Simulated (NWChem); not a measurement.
**A calculation on H₆Ga₂**

```xyz
8

Ga     1.3076     0.0000     0.0000
Ga    -1.3076     0.0000     0.0000
H      0.0000     1.1871     0.0098
H      1.9664     0.0000     1.4190
H      1.9454     0.0000    -1.4287
H      0.0000    -1.1871     0.0098
H     -1.9664     0.0000     1.4190
H     -1.9454     0.0000    -1.4287
```
Charge 0, spin multiplicity 1.

All runs are NWChem calculations. Structure: optimised with PBE/def2-SVP, a minimum by its harmonic frequencies.

Symmetry labels belong to the abelian group C2v used in the runs, with the axes of the coordinates shown.

The Hamiltonian is non-relativistic. The structure started from a generated list of species.

### Question
List the lowest 4 singlet excitations that CIS/def2-SVP gives, with oscillator strengths.

### Answer
```csv
state,symmetry,energy (eV),wavelength (nm),f
1,b2,7.84,158,0.000
2,a2,8.01,155,0.000
3,a2,8.23,151,0.000
4,b1,8.93,139,0.412
```
